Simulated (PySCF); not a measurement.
Shapes and spin states of Cd₂Se

All numbers come from PySCF, PBE0, basis Se def2-TZVP, Cd def2-TZVP with ECP28 (scalar-relativistic core potentials, no spin–orbit coupling, density fitting).

Relaxations began from a few typed shapes and spin states; open shells are unrestricted. The search is not exhaustive: other isomers or separated fragments can lie lower, and high-lying points may rest on an excited occupation.

(1) Which is the lowest minimum found?
A. triplet D∞h: Se–Cd 2.481 Å (×2); Cd–Se–Cd 180.0°
B. singlet (closed shell, unstable to spin polarisation) D∞h: Se–Cd 2.521 Å (×2); Cd–Se–Cd 180.0°
C. triplet C2v: Se–Cd 2.567 Å (×2); Cd–Se–Cd 92.6°

Answers

(1) C. The others lie at 11.5 (singlet D∞h), 90.2 (triplet D∞h, a saddle point) kJ/mol above it.
